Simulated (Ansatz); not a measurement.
Reaction (cleavage of the Si–Si bond): `O[SiH2][SiH2][GeH3]` + `N[SiH](O)O` → `O[SiH2]N[SiH](O)O` + `[SiH3][GeH3]`

Calculated with Ansatz (gas phase, PBE0-D4/def2-TZVP geometries, no zero-point term in ΔE). CBS: MP2 limit from def2 TZ/QZ plus the TZ coupled-cluster correction, frozen cores. This one scheme is used for every species. Functionals use def2-TZVPP. B3LYP here is the variant with VWN-RPA as its local correlation; programs differ in this. For Ge outer-core shells are correlated without core-valence functions, which leaves a few kJ/mol of doubt a bond. Scalar relativity is left out up to krypton. Each species was taken in one conformer, which may not be the lowest.

**Question.** Is it downhill or uphill in electronic energy at CCSD(T)/CBS, and by how much? (Best estimate.)

**Answer.** The calculation gave: Downhill: ΔE = -83.0 kJ/mol.

**Question.** What do these levels give: ωB97X-V, PBE, r2SCAN, PBE0, B3LYP, SCS-MP2/def2-TZVPP, CCSD/def2-TZVPP, CCSD(T)/def2-TZVPP, HF/def2-QZVPP, HF/CBS(def2), MP2/CBS(def2), CCSD/CBS(def2)? (An estimate is asked.)

**Answer.** Ansatz gave: ωB97X-V -82.5, PBE -64.3, r2SCAN -79.9, PBE0 -69.8, B3LYP -79.2, SCS-MP2/def2-TZVPP -90.8, CCSD/def2-TZVPP -85.5, CCSD(T)/def2-TZVPP -85.0, HF/def2-QZVPP -93.4, HF/CBS(def2) -93.5, MP2/CBS(def2) -88.2, CCSD/CBS(def2) -83.6 kJ/mol.

Largest T1 diagnostic among the species: 0.012.

From PBE to PBE0 (25 % exact exchange), in def2-TZVPP and without D4, ΔE moves by −5.5 kJ/mol. The D4 term adds −3.3 kJ/mol with B3LYP and −1.7 kJ/mol with PBE0; it sums over pairs of atoms, weighted by their polarisabilities, and B3LYP, whose exchange is more repulsive, gets the larger term.
